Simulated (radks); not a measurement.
Question: Coherent X-ray form factor from a spherical all-electron density. Calculated with a radial shooting solver on a logarithmic mesh with Libxc functionals: non-relativistic Kohn-Sham, PBE, spin-polarised, spherical densities, point nucleus.

sin(theta)/lambda (1/angstrom),f0 (electrons)
0.05,43.776
0.1,43.118
0.15,42.062
0.2,40.664
0.25,38.995
0.3,37.133
0.4,33.147
0.5,29.257
0.6,25.829
0.8,20.792
1,17.663
1.25,14.923
1.5,12.532
2,8.562

The species is in the configuration that NIST lists as its ground one. Which atom or ion scatters so?

Answer: The caesium ion Cs11+, [Kr] 4d8. Extrapolating in s^2 from the first two rows gives f0(0) = 44.0, near the electron count 44; among species with that count, the fall with angle is slower the higher Z, and the table is that of Z = 55; from so few rows the species is fixed only to a neighbour or two.
